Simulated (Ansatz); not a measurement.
Geometry optimisation, UKS PBE-D4/STO-3G (Ansatz).

Input:

```yaml
crystal:
  periodic: [false, false, false]
  atoms:
    - { symbol: C, position_ang: [0.0884, -2.0992, 0.9341] }
    - { symbol: C, position_ang: [0.8512, -0.8901, 0.3792] }
    - { symbol: Si, position_ang: [-0.2417, 0.2643, -0.6637] }
    - { symbol: C, position_ang: [0.9474, 1.5781, -1.4343] }
    - { symbol: Al, position_ang: [-1.8259, 1.3159, 0.6866] }
    - { symbol: H, position_ang: [-0.7701, -1.671, 1.5862] }
    - { symbol: H, position_ang: [-0.3776, -2.6347, 0.0912] }
    - { symbol: H, position_ang: [0.7396, -2.7083, 1.5031] }
    - { symbol: H, position_ang: [1.2991, -0.2969, 1.2651] }
    - { symbol: H, position_ang: [1.6797, -1.2747, -0.2328] }
    - { symbol: H, position_ang: [-0.889, -0.5067, -1.6871] }
    - { symbol: H, position_ang: [0.2672, 2.2549, -2.0285] }
    - { symbol: H, position_ang: [1.3329, 2.1768, -0.6511] }
    - { symbol: H, position_ang: [1.6073, 1.0912, -2.0576] }
    - { symbol: H, position_ang: [-1.846, 2.8998, 0.8292] }
    - { symbol: H, position_ang: [-2.8856, 0.4779, 1.5247] }
magnetization:
  spin_polarized: true
basis:
  gaussian: { orbitals: STO-3G }
hamiltonian:
  xc: pbe
  dispersion: d4
relax:
  f_tol: 0.02
  max_steps: 40
```

Run as:

```bash
$ ansatz run input.yaml --threads 1 --pin off --max-ram 2048MiB --backend cpu --events-out ev --progress --plain --runs-dir out
```

Question: Where does it end, and by what steps?

Answer: It converged. The force dipped under the threshold on the way, but the program's further checks kept it going. Limits of this set-up: minimal basis. After 20 steps the energy has fallen by 0.666 eV; H15 moved furthest, 0.73 Å.

| step | energy less start (eV) | largest force component (eV/Å) | accepted |
| --- | --- | --- | --- |
| 0 | 0.0000 | 5.387 | yes |
| 1 | -0.6001 | 1.246 | yes |
| 2 | -0.6544 | 0.169 | yes |
| 3 | -0.6602 | 0.096 | yes |
| 4 | -0.6619 | 0.029 | yes |
| 5 | -0.6623 | 0.019 | yes |
| 6 | -0.6628 | 0.025 | yes |
| 7 | -0.6628 | 0.071 | yes |
| 8 | -0.6633 | 0.047 | yes |
| 9 | -0.6638 | 0.017 | yes |
| 10 | -0.6642 | 0.079 | yes |
| 11 | -0.6645 | 0.086 | yes |
| 12 | -0.6649 | 0.063 | yes |
| 13 | -0.6652 | 0.054 | yes |
| 14 | -0.6654 | 0.072 | yes |
| 15 | -0.6655 | 0.082 | yes |
| 16 | -0.6659 | 0.056 | yes |
| 17 | -0.6661 | 0.024 | yes |
| 18 | -0.6660 | 0.052 | no |
| 19 | -0.6662 | 0.005 | yes |
| 20 | -0.6664 | 0.009 | yes |

```xyz
16
Properties=species:S:1:pos:R:3
C 0.014 -2.071 0.951
C 0.841 -0.905 0.336
Si -0.230 0.362 -0.598
C 0.946 1.619 -1.387
Al -1.880 1.302 0.711
H -0.743 -1.692 1.666
H -0.520 -2.637 0.164
H 0.664 -2.783 1.496
H 1.404 -0.403 1.146
H 1.599 -1.330 -0.350
H -0.828 -0.377 -1.712
H 0.398 2.343 -2.014
H 1.500 2.196 -0.627
H 1.692 1.123 -2.032
H -2.411 2.690 0.413
H -2.469 0.542 1.883
```

Whether the end is a true minimum wasn't checked by a vibrational analysis.

Run time: 120 s on 1 CPU thread of a shared host.
